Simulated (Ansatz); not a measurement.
Species: H$_{3}$B$_{3}$, SMILES `B=BB` (B–B–B–H torsion 180°) (charge 0, multiplicity 1).

Task: Give a relaxed geometry from B3LYP-D3(BJ)/def2-TZVP in Ansatz (a first-principles code).

Result: One answer among several that fit: the end point of this relaxation, one of several conformers (outside a Z-matrix the atoms follow the SMILES, hydrogens last).
Bond lengths (Å): B1–B2 1.543, B1–H4 1.172, B2–B3 1.565, B3–H5 1.197, B3–H6 1.197. Bond angles (°): B2–B1–H4 179.9, B1–B2–B3 179.8, B2–B3–H5 121.9, B2–B3–H6 121.5, H5–B3–H6 116.5.
